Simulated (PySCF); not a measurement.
Species: C₆H₄F₃ (charge -1).
Geometry (GFN2-xTB, Å), atoms numbered from 1 in this order:
```
atom  x, y, z in Å
F1     2.4079   -0.9057    0.9389
C2     1.8590   -0.0206    0.0580
F3     2.4866   -0.3706   -1.1402
F4     2.4499    1.1722    0.3546
C5     0.4119    0.0009    0.0301
C6    -0.4359   -1.0893    0.2971
C7    -1.7387   -0.6541    0.1335
C8    -1.7120    0.6946   -0.2394
C9    -0.3924    1.1038   -0.3090
H10   -0.1093   -2.0764    0.5866
H11   -2.6275   -1.2541    0.2729
H12   -2.5769    1.3131   -0.4366
H13   -0.0270    2.0868   -0.5643
```

The closed-shell SCF was solved with PySCF and density fitting under several settings on one GFN2-xTB geometry (grid level 2 and gas phase unless stated).

```csv
settings,basis functions,SCF cycles,E (Eh),HOMO (eV),LUMO (eV)
PBE0/pcSseg-1,173,14,-530.0003,-0.80,6.09
"wB97X/pcSseg-1, fitting basis def2-qzvpp-jkfit",173,11,-530.4328,-3.02,8.17
wB97X-D/IGLO-II,222,13,-530.5821,-2.59,7.77
"PBE0/3-21G, start guess vsap",89,11,-527.1407,-0.28,6.95
```

Problem. Estimate the rows for these settings: (1) OLYP/pcSseg-1, start guess sap; (2) PBE0/def2-SVPD, fitting basis def2-universal-jkfit; (3) BLYP/def2-SVPD, level shift 0.3 Eh.

Solution. 
```
                                          settings  basis functions  SCF cycles     E (Eh)  HOMO (eV)  LUMO (eV)
                    OLYP/pcSseg-1, start guess sap              173          20  -530.3920       0.49       5.24
PBE0/def2-SVPD, fitting basis def2-universal-jkfit              221          10  -529.6874      -0.96       4.62
                BLYP/def2-SVPD, level shift 0.3 Eh              221          15  -530.1157       0.19       3.99
```

Problem. Over all rows, what range does the HOMO–LUMO gap span?

Solution. From 3.80 eV (BLYP/def2-SVPD, level shift 0.3 Eh) to 11.19 eV (wB97X/pcSseg-1, fitting basis def2-qzvpp-jkfit). The functional of the narrowest has no exact exchange, that of the widest range-separated exact exchange.

Problem. Compare two rows with the functional PBE0: PBE0/pcSseg-1 and PBE0/def2-SVPD, fitting basis def2-universal-jkfit. Which energy is lower, and by how much?

Solution. PBE0/pcSseg-1 (173 functions) lies 0.3129 Eh or 196 kcal/mol below PBE0/def2-SVPD, fitting basis def2-universal-jkfit (221 functions). The smaller set gives the lower energy; the two sets aren't nested, so the variational bound doesn't order them by size.

wB97X-D ran without the empirical dispersion term, which would shift the total energy alone. Cycle counts include a coarse-grid stage where the run had one. The HOMO energy is positive at BLYP/def2-SVPD and OLYP/pcSseg-1; such an orbital is held in place by the finite basis.
